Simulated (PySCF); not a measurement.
**Working with the constants of Rb₂⁺**

UHF-CCSD(T) constants of Rb₂⁺, doublet, unpaired electrons σ ↑ (basis Rb def2-SVPD with ECP28; scalar-relativistic core potentials; PySCF 2.14; masses 84.9118 and 84.9118 u):

```
ωe              : 39.2 cm⁻¹
ωexe            : 0.0547 cm⁻¹
Be              : 0.015629 cm⁻¹
αe              : 3.01e-05 cm⁻¹
D (centrifugal) : 9.95e-09 cm⁻¹
De to Rb⁺ + Rb  : 0.65 eV
```

Task: Give the vibrational terms G(v) and spacings up to v = 6.

Result: G(v) = ωe(v+½) − ωexe(v+½)².

| v | G(v) (cm⁻¹) | G(v) − G(v−1) | Bv (cm⁻¹) |
| --- | --- | --- | --- |
| 0 | 19.6 |  | 0.01561 |
| 1 | 58.7 | 39.1 | 0.01558 |
| 2 | 97.7 | 39.0 | 0.01555 |
| 3 | 136.5 | 38.9 | 0.01552 |
| 4 | 175.3 | 38.8 | 0.01549 |
| 5 | 213.9 | 38.7 | 0.01546 |
| 6 | 252.5 | 38.5 | 0.01543 |

Task: How well does the Morse estimate ωe²/(4ωexe) reproduce De, and what is D0?

Result: It gives 0.87 eV, 134 % of the computed De. D0 = De − G(0) = 0.65 − 0.00 = 0.65 eV.

Correlated steps freeze no core orbitals. Correlated levels converge slowly with the basis: in double zeta they bind strong bonds too weakly, by up to about 1 eV, and carry superposition errors of some tenths. Spin–orbit coupling is left out. The state is the lowest determinant that a PBE0 search found; another state may lie lower at other levels.
